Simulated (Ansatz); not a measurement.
`COC(=O)C1CCC1`, 18 atoms. Charge 0, multiplicity 1. Hardware: A = 2 threads of an AMD EPYC 7R13 on a shared host and a share of an NVIDIA H100 80 GB; B = 2 threads of an AMD EPYC 7R13 on a shared host. Correlated methods freeze the cores. Open-shell runs search over several starts.

(1) Give the basis size and wall time and peak host memory of each of these runs in Ansatz. RKS B2PLYP (frozen core)/def2-TZVPP energy [A]; RKS PBE0-D4/def2-TZVP relaxation (8 steps) [A]; UKS ωB97X-V/def2-TZVPP energy of the cation [A]; UKS PBE0-D4/def2-TZVPP energy of the cation [A]; RHF-CCSD(T)/def2-SVP energy [A]; RKS ωB97M-V/def2-SVP energy [B]; direct RPA on PBE orbitals/def2-TZVPP energy [A]; UHF-MP2/def2-QZVPP energy of the cation [A]; UKS r2SCAN-D4/def2-TZVPP energy of the cation [A]; UKS PBE-D4/def2-TZVPP energy of the cation [A]; RKS r2SCANh-D4/def2-TZVPP energy [A]; RKS ωB97M-V/def2-QZVPP energy [A]. (Estimate.)

Answers

(1) Computed: Other jobs shared the machine, so times are rough.

| level | job | functions | wall time | peak host memory (GiB) |
| --- | --- | --- | --- | --- |
| RHF-CCSD(T)/def2-SVP | energy [A] | 162 | 2.5 s | 0.78 |
| RKS B2PLYP (frozen core)/def2-TZVPP | energy [A] | 388 | 3.4 s | 1.8 |
| RKS r2SCANh-D4/def2-TZVPP | energy [A] | 388 | 4.9 s | 0.92 |
| UKS PBE0-D4/def2-TZVPP | energy of the cation [A] | 388 | 6.5 s | 0.95 |
| direct RPA on PBE orbitals/def2-TZVPP | energy [A] | 388 | 6.5 s | 1.8 |
| RKS ωB97M-V/def2-QZVPP | energy [A] | 756 | 7.5 s | 1.4 |
| UKS ωB97X-V/def2-TZVPP | energy of the cation [A] | 388 | 11 s | 1.2 |
| UKS PBE-D4/def2-TZVPP | energy of the cation [A] | 388 | 11 s | 1 |
| RKS ωB97M-V/def2-SVP | energy [B] | 162 | 12 s | 0.66 |
| UKS r2SCAN-D4/def2-TZVPP | energy of the cation [A] | 388 | 12 s | 1.1 |
| RKS PBE0-D4/def2-TZVP | relaxation (8 steps) [A] | 308 | 22 s | 0.93 |
| UHF-MP2/def2-QZVPP | energy of the cation [A] | 756 | 60 s | 1.5 |
